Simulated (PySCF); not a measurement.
A PySCF script (with the pyscf-properties extension) for the NMR shieldings of `B[Si@]1(C(=C)C)COC1=C`, C6H11BOSi, on a GFN2-xTB geometry:

```python
import basis_set_exchange as bse
import numpy as np
from pyscf import gto, dft
from pyscf.prop import nmr

atoms = """
B    -0.178957   -1.774640   -1.802192
Si   -0.272402   -0.534790   -0.304248
C     1.326271    0.409624    0.128607
C     1.484429    1.691774   -0.169695
C     2.407188   -0.381973    0.803757
C    -1.223573   -1.024387    1.330239
O    -2.255201   -0.055421    1.088980
C    -1.829142    0.559598   -0.063897
C    -2.453928    1.566705   -0.656365
H    -0.190001   -2.934287   -1.659052
H    -0.114457   -1.373635   -2.897571
H     2.393237    2.226992    0.064457
H     0.706574    2.260310   -0.649866
H     3.274493    0.239484    1.017328
H     2.717942   -1.213952    0.172505
H     2.037562   -0.799029    1.739328
H    -1.667765   -2.021575    1.381503
H    -0.745665   -0.814480    2.289959
H    -3.353551    1.997977   -0.249812
H    -2.068201    1.986383   -1.567001
"""
names = dict.fromkeys(["B", "Si", "C", "O", "H"], "pcSseg-1")
basis = {el: gto.basis.parse(bse.get_basis(n, elements=[el], fmt="nwchem")) for el, n in names.items()}
mol = gto.M(atom=atoms, basis=basis, charge=0, verbose=0)
mf = dft.RKS(mol, xc="PBE0")
mf.grids.level = 2
mf.grids.alignment = dft.numint.BLKSIZE   # the property module wants whole blocks of grid points
mf.conv_tol = 1e-9
mf.kernel()

calc = nmr.RKS(mf)   # GIAO
C = mf.mo_coeff
Co = C[:, mf.mo_occ > 0]
resp = mf.gen_response(singlet=True, hermi=2)
def vind(x):   # induced exchange potential for any number of trial vectors
    d = np.einsum("pi,xij,qj->xpq", C, 2 * x.reshape(-1, C.shape[1], Co.shape[1]), Co, optimize=True)
    return np.einsum("xpq,pi,qj->xij", resp(d - d.transpose(0, 2, 1)), C, Co, optimize=True).ravel()
mo1, _ = nmr.rhf.solve_mo1(calc, with_cphf=vind)
sigma = calc.kernel(mo1)
for i, s in enumerate(sigma):   # ppm
    print("%2d %-2s %9.2f" % (i, mol.atom_pure_symbol(i), np.trace(s) / 3))
```

Problem. Give the expected output.

Solution. 
```
 0 B     -11.85
 1 Si    350.00
 2 C      35.39
 3 C      51.29
 4 C     158.42
 5 C     116.94
 6 O     157.97
 7 C       6.78
 8 C      85.71
 9 H      21.16
10 H      21.32
11 H      25.43
12 H      25.74
13 H      29.68
14 H      30.13
15 H      29.48
16 H      27.10
17 H      27.09
18 H      26.72
19 H      27.42
```

These numbers come from an equivalent density-fitted implementation of the same equations, which agrees with the script to about 0.01 ppm for H and up to a few tenths of a ppm for heavy atoms, so last digits may differ.

Size and cost of the density-fitted run: 215 basis functions, 2.2 min wall time on 1 thread of an Intel Xeon, shared host; peak memory 1 GiB.
